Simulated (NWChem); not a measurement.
borohydride (BH$_{4}$ anion); SMILES [BH4-]

Results from NWChem. Pople sets run with spherical d functions. Sets without diffuse functions describe the anion's extra electron poorly. The geometry was optimised at B3LYP/def2-SVPD. Static field.

| level | basis functions | isotropic polarisability (bohr³) | anisotropy (bohr³) | relative time |
|---|---|---|---|---|
| CAM-B3LYP/6-31G* | 22 | 19.8 | 0.0 | 1 |
| CAM-B3LYP/6-31+G* | 26 | 27.1 | 0.0 | 1 |
| CAM-B3LYP/def2-SVP | 34 | 23.1 | 0.0 | 2 |
| CAM-B3LYP/def2-SVPD | 52 | 35.6 | 0.0 | 6 |
| CAM-B3LYP/def2-TZVP | 55 | 29.6 | 0.0 | 8 |
| CAM-B3LYP/aug-cc-pVDZ | 59 | 39.0 | 0.0 | 10 |
| CAM-B3LYP/d-aug-cc-pVDZ | 84 | 40.9 | 0.0 | 40 |
| CAM-B3LYP/def2-TZVPD | 73 | 38.1 | 0.0 | 20 |
| CAM-B3LYP/aug-cc-pVTZ | 138 | 40.4 | 0.0 | 100 |

The last column is a rough cost ratio, cheapest run = 1.
